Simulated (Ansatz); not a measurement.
Reactions of `BrB1C[SiH2]1`.

Program: Ansatz. Geometries: PBE0-D4/def2-TZVP. ΔE: electronic, gas phase. CCSD(T)/CBS adds triple-zeta CCSD(T) − MP2 to the extrapolated MP2 energy (def2 sets, frozen cores). This one scheme is used for every species, atoms too. Functionals use def2-TZVPP. B3LYP here is the variant with VWN-RPA as its local correlation; programs differ in this. Open shells (•) are unrestricted, without spin–orbit coupling. Spin–orbit coupling would lower the free atoms: a little for B, C, Si; clearly for Br. Bonds to Br are less sure, by a few kJ/mol each and by 10 to 20 or more in all where they break to atoms, as the def2 sets lack core-valence functions. Scalar relativity is left out up to krypton. One conformer a species, not always the lowest.

```csv
reaction,B2PLYP (eV),B3LYP-D4 (eV),ωB97X-V (eV),CCSD(T)/CBS(def2) (eV)
`BrB1C[SiH2]1` + `C=C(N)OC` → `NB1C[SiH2]1` + `C=C(Br)OC`,-0.21,-0.24,-0.19,-0.18
`BrB1C[SiH2]1` → `BrC1B[SiH2]1`,1.34,1.31,1.40,1.37
`BrB1C[SiH2]1` → B• + Br• + C• + 4 H• + Si•,27.32,27.60,27.75,27.61
`BrB1C[SiH2]1` + HCl → `ClB1C[SiH2]1` + HBr,-0.06,-0.08,-0.08,-0.02
```

Largest T1 diagnostic: 0.014, for B•.
